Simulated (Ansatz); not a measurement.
`[F][AlH][F]` and `[F][Al]([F])[I]` differ in one atom or group.

Ansatz, PBE0-D4/def2-TZVP geometries, multiplicity 1. 

Elements past krypton have def2 core potentials.

| property | `[F][AlH][F]` |
| --- | --- |
| HOMO energy (ωB97M-V/def2-TZVPP) / eV | -12.42 |
| HOMO energy (B3LYP/def2-TZVPP) / eV | -9.93 |
| HOMO energy (PBE/def2-TZVPP) / eV | -8.65 |
| ideal-gas entropy at 298 K and 1 bar (rigid rotor, harmonic PBE0-D4/def2-TZVP) / J/(mol·K) | 265 |
| LUMO energy (ωB97M-V/def2-TZVPP) / eV | 0.68 |
| HOMO energy (PBE0/def2-TZVPP) / eV | -10.12 |

Task: Give the same properties after the change, and the shifts. (Estimate.)

Result: Ansatz gave: 
| property | `[F][Al]([F])[I]` | shift |
| --- | --- | --- |
| HOMO energy (ωB97M-V/def2-TZVPP) / eV | -10.52 | 1.90 |
| HOMO energy (B3LYP/def2-TZVPP) / eV | -8.12 | 1.81 |
| HOMO energy (PBE/def2-TZVPP) / eV | -7.22 | 1.43 |
| ideal-gas entropy at 298 K and 1 bar (rigid rotor, harmonic PBE0-D4/def2-TZVP) / J/(mol·K) | 319 | 54 |
| LUMO energy (ωB97M-V/def2-TZVPP) / eV | 0.12 | -0.56 |
| HOMO energy (PBE0/def2-TZVPP) / eV | -8.39 | 1.73 |

With PBE0 the HOMO rises by 1.73 eV and the LUMO falls by 0.70 eV, so the gap narrows by about 2.43 eV. PBE moves the HOMO by 1.43 eV and ωB97M-V by 1.90 eV.

B3LYP here is the variant with VWN-RPA as its local correlation; programs differ in this.

Spin–orbit coupling is left out; it splits and shifts lone-pair levels of the heavy atoms by tenths of an eV.
